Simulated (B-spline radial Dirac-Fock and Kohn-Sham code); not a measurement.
## Dipole and non-dipole photoemission parameters of Re⁷⁺ 4p1/2

System: the Re⁷⁺ ion, configuration [Xe] 4f14; threshold 618.6 eV (orbital energy of the model). Level of theory: Dirac-Hartree-Slater photoionisation with a Latter tail; cross sections with all multipoles, angular parameters from the dipole term and its interference with E2; a B-spline atomic structure program.

For linearly polarised light dσ/dΩ = σ/(4π) [1 + β P₂(cos θ) + (δ + γ cos²θ) sin θ cos φ], with θ from the polarisation vector and φ the angle between the beam and the projection of the electron momentum on the plane normal to the polarisation.

| hν (eV) | σ (kb) | β | γ | δ |
| --- | --- | --- | --- | --- |
| 641 | 50.0 | -0.248 | -0.269 | 0.129 |
| 780 | 47.8 | 0.647 | 0.133 | 0.099 |
| 1050 | 40.2 | 1.213 | 0.446 | 0.044 |
| 1486.9 | 28.8 | 1.506 | 0.381 | 0.012 |
| 1710 | 24.4 | 1.572 | 0.300 | 0.006 |
| 1930 | 20.9 | 1.613 | 0.224 | 0.002 |
| 2984.4 | 10.9 | 1.685 | 0.013 | -0.004 |
| 3220 | 9.63 | 1.689 | -0.004 | -0.004 |
| 4000 | 6.61 | 1.688 | -0.009 | -0.005 |
| 6750 | 2.41 | 1.639 | 0.248 | -0.002 |
| 8047.8 | 1.67 | 1.610 | 0.412 | 0.002 |
| 9900 | 1.06 | 1.569 | 0.647 | 0.009 |
| 10800 | 0.872 | 1.551 | 0.758 | 0.012 |
| 11000 | ? | ? | ? | ? |
| 12000 | 0.685 | 1.527 | 0.901 | 0.018 |

Q: Give the values at 11000 eV.

A: σ = 0.836 kb, β = 1.547, γ = 0.782, δ = 0.013.

Values without a named source are computed, but for edge energies of neutral atoms, which are taken from tables.
